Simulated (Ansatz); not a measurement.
AsH$_{4}$NO$_{2}$Si (`O[SiH]1N[As]1O`). The species carries charge 0 and has multiplicity 1.

```xyz
9

O    -0.856   -1.656   -0.298
Si    0.613   -0.994   -0.033
N     0.844    0.263    1.062
As    0.858    1.237   -0.560
O    -0.939    1.376   -0.900
H    -1.536   -0.994   -0.472
H     1.587   -2.099   -0.061
H     0.662    0.591    1.996
H    -1.234    2.276   -0.735
```

Problem. List the harmonic frequencies (cm⁻¹, unscaled) at PBE0-D4/def2-TZVP in Ansatz. (Estimate.)

Solution. Computed: 102, 186, 249, 290, 331, 390, 425, 465, 549, 612, 682, 811, 849, 934, 943, 982, 1014, 2284, 3645, 3832, 3866.

Problem. Is this a minimum?

Solution. Yes, all 21 modes are real.

Problem. Give the ideal-gas thermochemistry at 298.15 K and 1 bar (rigid rotor, harmonic oscillator; point group C1, symmetry number 1).

Solution. Zero-point energy 140.2 kJ/mol; H(298) − E = 161.3 kJ/mol; entropy 348.4 J/(mol·K), of which translation 171.6, rotation 114.6, vibration 62.2; G(298) − E = 57.4 kJ/mol.

Problem. And at 400, 500, 600, 800 and 1000 K?

Solution. 
```tsv
T (K)	H − E (kJ/mol)	S (J/mol/K)	G − E (kJ/mol)
400	173.8	384.3	20.0
500	187.6	415.1	-20.0
600	202.4	442.1	-62.8
800	234.1	487.6	-156.0
1000	267.8	525.1	-257.4
```
